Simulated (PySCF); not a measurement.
ClCu, singlet, at a GFN2-xTB geometry (such geometries of metal compounds can be far from the true shape). Base run: PBE/6-31G** (PySCF).

Geometry (Å):
```xyz
2

Cu     0.0000     0.0000    -0.7578
Cl     0.0000     0.0000     1.2927
```
Charge 0, spin multiplicity 1.
All else is at PySCF's defaults.

Each row names what was changed in the base input (with any setting that the change needs).

| change | basis functions | E (Eh) | HOMO (eV) | HOMO-LUMO gap (eV) | dipole (D) |
|---|---|---|---|---|---|
| base | 52 | -2099.94076 | -4.10 | 0.47 | 4.40 |
| basis = cc-pVDZ-DK; relativity = spin-free X2C; nucleus = Gaussian (with nucmod='G') | 61 | -2116.05285 | -5.89 | 1.89 | 3.91 |
| basis = ANO-RCC-VDZP; relativity = spin-free X2C; nucleus = Gaussian (with nucmod='G') | 52 | -2116.06105 | -5.53 | 1.64 | 4.36 |
| basis = x2c-SVPall; relativity = spin-free X2C | 54 | -2115.56377 | -5.71 | 2.00 | 4.02 |
| basis = ANO-RCC-VDZP; relativity = spin-free X2C | 52 | -2116.06920 | -5.53 | 1.64 | 4.36 |
| basis = ANO-RCC-VDZP; relativity = none | 52 | -2092.35873 | -5.57 | 1.83 | 4.71 |
| basis = x2c-SVPall; relativity = none | 54 | -2094.99499 | -5.67 | 2.11 | 4.31 |
| basis = cc-pVDZ-DK; relativity = spin-free X2C | 61 | -2116.06085 | -5.89 | 1.89 | 3.91 |
| basis = cc-pVDZ-DK; relativity = none | 61 | -2092.47563 | -5.92 | 2.08 | 4.24 |
| basis = x2c-SVPall; relativity = spin-free X2C; nucleus = Gaussian (with nucmod='G') | 54 | -2115.55726 | -5.71 | 2.00 | 4.02 |

Absolute energies of different levels of theory aren't comparable as measures of quality.

Basis sets contracted for a relativistic Hamiltonian are a mismatch without it, so the rows without relativity aren't non-relativistic limits. No row has spin-orbit coupling; sets with core potentials leave out the core electrons.
